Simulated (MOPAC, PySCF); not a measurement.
C₁₀H₇BS, SMILES `c1(c2ccccc2sc1C#C)B`, neutral singlet in the gas phase. 

Cartesian coordinates (Å):
SMILES: Bc1c(C#C)sc2ccccc12
```xyz
19

B     -1.8194    -1.2630    -1.3183
C     -0.8716    -0.1819    -0.7936
C     -0.9532     1.1499    -1.1963
C     -1.8618     1.7368    -2.1060
C     -2.6217     2.2816    -2.8802
S      0.2357     2.1762    -0.4560
C      0.9012     0.8420     0.4377
C      1.9773     0.8916     1.3287
C      2.3647    -0.2867     1.9500
C      1.6917    -1.4921     1.6876
C      0.6259    -1.5347     0.8034
C      0.2078    -0.3585     0.1570
H     -1.7139    -2.4074    -0.9430
H     -2.6809    -0.9780    -2.1130
H     -3.3021     2.7490    -3.5681
H      2.4979     1.8301     1.5301
H      3.2025    -0.2752     2.6508
H      2.0149    -2.4073     2.1887
H      0.1050    -2.4725     0.6018
```
Charge 0, multiplicity 1.

All levels are single points at this geometry (PBE0-D3(BJ)/def2-SVP); Pople sets use spherical d functions. Orbital energies aren't observables, and empty levels follow the basis.

| level | HOMO (eV) | LUMO (eV) | gap (eV) | dipole (D) | vertical IE, Delta-SCF (eV) |
|---|---|---|---|---|---|
| PBE0-D3(BJ)/def2-TZVP in PySCF | -6.66 | -2.42 | 4.24 | 1.26 | 8.15 |
| B3LYP/6-31G* in PySCF | -6.17 | -2.22 | 3.95 | 1.23 | 7.88 |
| M06-2X/6-31G* in PySCF | -7.40 | -1.33 | 6.07 | 0.94 | – |
| PBE/6-31G* in PySCF | -5.55 | -2.87 | 2.67 | 1.44 | 7.82 |
| HF/3-21G in PySCF | -8.30 | 1.09 | 9.39 | 0.60 | – |
| HF/6-31G* in PySCF | -8.07 | 1.27 | 9.34 | 0.58 | – |
| HF/STO-3G in PySCF | -6.16 | 4.44 | 10.60 | 1.14 | – |
| PM6 in MOPAC | -8.80 | -1.25 | 7.55 | 0.53 | – |
| PM7 in MOPAC | -8.70 | -1.40 | 7.30 | 0.41 | – |
